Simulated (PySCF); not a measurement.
HCl6OSi2 (SMILES Cl[Si](Cl)(Cl)[OH+][Si](Cl)(Cl)Cl), charge +1, singlet, at a GFN2-xTB geometry. Base run: SVWN5/STO-3G (PySCF).

Here is a job for PySCF.
```python
from pyscf import gto, scf, dft

mol = gto.M(
    atom='''
Cl    2.29208744    0.03072928   -1.64496555
Si    1.65745847    0.37365787    0.19292842
Cl    2.71497859   -0.43606455    1.66053551
Cl    0.91718275    2.16731599    0.53707867
O     0.14596974   -0.70136704    0.28419722
Si   -1.63848008   -0.45849063   -0.15838624
Cl   -1.52131348    0.66159889   -1.77601360
Cl   -2.34859499    0.42063932    1.46044613
Cl   -2.15811472   -2.35117281   -0.43691879
H     0.33071016   -1.58318857    0.64007147
''',
    basis='sto-3g',
    charge=1,
    verbose=4,
)

mf = dft.RKS(mol)
mf.xc = 'lda,vwn'
mf.kernel()
mf.analyze()
```

Variants of this job, named by their change:

```
change                                           ΔE vs base (mEh)  fitting functions
-----------------------------------------------  ----------------  -----------------
base                                                        0.000                  -
auxbasis = even-tempered beta=3.0                         -81.095                444
auxbasis = even-tempered beta=2.0                          -2.623                711
auxbasis = cc-pvtz-jkfit                                        …                  …
auxbasis = cc-pvtz-ri                                     -87.435               1087
auxbasis = autoaux                                              …                  …
auxbasis = def2-svp-ri                                    -5841.6                558
auxbasis = def2-universal-jkfit                            -6.726               1119
auxbasis = even-tempered beta=1.6                               …                  …
auxbasis = default (with mf = mf.density_fit())            -6.726               1119
```

Q: Fill in the missing entries.

A: 
- auxbasis = cc-pvtz-jkfit, ΔE vs base (mEh): -1.236
- auxbasis = cc-pvtz-jkfit, fitting functions: 1077
- auxbasis = autoaux, ΔE vs base (mEh): -1.777
- auxbasis = autoaux, fitting functions: 919
- auxbasis = even-tempered beta=1.6, ΔE vs base (mEh): -1.588
- auxbasis = even-tempered beta=1.6, fitting functions: 989

A fitting set is made for a task (jfit for Coulomb, jkfit for Coulomb and exchange, ri for correlation) and for a family of orbital bases.
